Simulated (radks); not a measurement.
Problem. The mean radii <r> (bohr) of the occupied orbitals of an atom or ion are listed with their occupations. Method: Dirac Kohn-Sham, XLYP, spin-unpolarised, spherical densities, finite nucleus; Fermi nuclear charge, rms radius of each element as measured or else 0.836 A^(1/3) + 0.57 fm; computed with a radial shooting solver on a logarithmic mesh with Libxc functionals.

orbital     occ.      <r>
1s1/2          2  0.01899
2s1/2          2  0.07979
2p1/2          2  0.06613
2p3/2          4  0.07387
3s1/2          2   0.2079
3p1/2          2   0.1977
3p3/2          4   0.2119
3d3/2          4   0.1859
3d5/2          6   0.1903
4s1/2          2   0.4495
4p1/2          2   0.4514
4p3/2          4   0.4776
4d3/2          4   0.4796
4d5/2          6   0.4875
4f5/2    1.28571   0.4779
4f7/2    1.71429   0.4812

Name the element and its charge. Open shells, if any, are shared by 2j + 1.

Solution. Z = 72, hafnium, charge +23: Hf23+ in [Kr] 4d10 4f3. The 1s radius gives Z: for a bare nucleus <r> = (2 gamma + 1)/(2Z) with gamma = sqrt(1 - (Z/c)^2), 0.01876 bohr for Z = 72, and screening makes it slightly larger (0.01899 here). The occupations add up to 49, and the charge is Z minus that.
